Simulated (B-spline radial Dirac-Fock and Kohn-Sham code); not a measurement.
## Dipole and non-dipole photoemission parameters of Ga²⁺ 3p3/2

System: Ga²⁺, configuration 1s2 2s2 2p6 3s2 3p6 3d10 4s1; threshold 128.3 eV (orbital energy of the model). Calculated with a radial B-spline solver, using Dirac-Hartree-Slater photoionisation with a Latter tail; cross sections with all multipoles, angular parameters from the dipole term and its interference with E2.

Input of the calculation (task.json; shells as n, l, electrons):

```json
{"items": [{
  "Z": 31,
  "q": 2,
  "cfg": [[1, 0, 2], [2, 0, 2], [2, 1, 6], [3, 0, 2], [3, 1, 6], [3, 2, 10], [4, 0, 1]],
  "A": 69,
  "rrms": 3.9973,
  "do": "xps",
  "hv": [81.0, 85.1, 100, 123.0, 146.0, 153.0, 187.0, 260.0, 275.0, 300, 368.0, 433.0, 516.0, 762.0, 835.0, 848.0, 1000, 1253.6, 1260.0, 1486.9, 2000, 2100.0, 4000, 4170.0, 6540.0, 9251.7, 10700.0, 11100.0, 11400.0, 13000.0]
}]}
```

Command: `python xray2_run.py task.json out`

For linearly polarised light dσ/dΩ = σ/(4π) [1 + β P₂(cos θ) + (δ + γ cos²θ) sin θ cos φ], with θ from the polarisation vector and φ the angle between the beam and the projection of the electron momentum on the plane normal to the polarisation.

| hν (eV) | σ (kb) | β | γ | δ |
| --- | --- | --- | --- | --- |
| 146 | 372 | -0.574 | -0.150 | 0.087 |
| 153 | 399 | -0.338 | -0.094 | 0.082 |
| 187 | 486 | 0.515 | 0.123 | 0.048 |
| 260 | 479 | 1.175 | 0.161 | 0.012 |
| 275 | 465 | 1.238 | 0.145 | 0.009 |
| 300 | 439 | 1.320 | 0.117 | 0.005 |
| 368 | 363 | 1.458 | 0.047 | 0.001 |
| 433 | 297 | 1.530 | 0.004 | 0.000 |
| 516 | 231 | 1.581 | -0.021 | 0.000 |
| 762 | 120 | 1.626 | 0.008 | 0.003 |
| 835 | 100 | 1.627 | 0.030 | 0.004 |
| 848 | 97.3 | 1.627 | 0.034 | 0.004 |
| 1000 | 69.7 | 1.619 | 0.088 | 0.006 |
| 1253.6 | 42.7 | 1.595 | 0.185 | 0.009 |
| 1260 | 42.2 | 1.595 | 0.188 | 0.009 |
| 1486.9 | 28.8 | 1.567 | 0.274 | 0.012 |
| 2000 | ? | ? | ? | ? |
| 2100 | 12.3 | 1.488 | 0.480 | 0.022 |
| 4000 | 2.13 | 1.272 | 0.909 | 0.057 |
| 4170 | 1.88 | 1.256 | 0.937 | 0.061 |
| 6540 | 0.489 | 1.062 | 1.234 | 0.109 |
| 9251.7 | 0.163 | 0.900 | 1.437 | 0.163 |
| 10700 | 0.101 | 0.830 | 1.514 | 0.191 |
| 11100 | 0.0897 | 0.812 | 1.532 | 0.198 |
| 11400 | 0.0821 | 0.799 | 1.546 | 0.204 |
| 13000 | 0.0530 | 0.736 | 1.608 | 0.233 |

**Question.** Give the values at 2000 eV.

**Answer.** σ = 13.9 kb, β = 1.501, γ = 0.449, δ = 0.020.
